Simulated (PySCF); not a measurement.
# La⁺ (lanthanum, charge +1) across methods

[Xe] 5d2, high-spin 3F determinant. All numbers are calculated (PySCF 2.14, scalar relativity through the core potential, in def2-QZVPPD with the def2 core potential (46 electrons) (7s5p4d3f2g, 81 functions)).

| method | E (hartree) | mean ε 5p α (eV) | mean ε 5p β (eV) | mean ε 5d α (eV) | Σ⟨r²⟩ (bohr²) | ⟨S²⟩ |
| --- | --- | --- | --- | --- | --- | --- |
| LDA | -31.1750 | -26.998 | -26.271 | -7.836 | 48.75 | 2.001 |
| r2SCAN0 | -31.2660 | -29.186 | -28.052 | -8.853 | 47.78 | 2.004 |
| PBE | -31.2841 | -26.995 | -26.248 | -7.877 | 48.41 | 2.001 |
| HSE06 | -31.2713 | -28.395 | -27.384 | -8.365 | 48.08 | 2.003 |
| PBE0 | -31.2722 | -28.802 | -27.782 | -8.750 | 48.02 | 2.003 |
| r2SCAN | -31.2897 | -27.618 | -26.701 | -8.002 | 47.98 | 2.003 |
| UHF | -30.91797 | -33.426 | -31.445 | -10.902 | 48.08 | 2.010 |
| wB97M-V | -31.1865 | -31.184 | -30.227 | -10.474 | 48.45 | 2.001 |

(1) Estimate the same row for BLYP.

Energies and moments cover only the electrons outside the core potential. Spin-orbit coupling, absent here, splits the open shell strongly.

Answers

(1) E (hartree) = -31.2418; mean ε 5p α (eV) = -26.858; mean ε 5p β (eV) = -26.177; mean ε 5d α (eV) = -7.690; Σ⟨r²⟩ (bohr²) = 48.68; ⟨S²⟩ = 2.001.
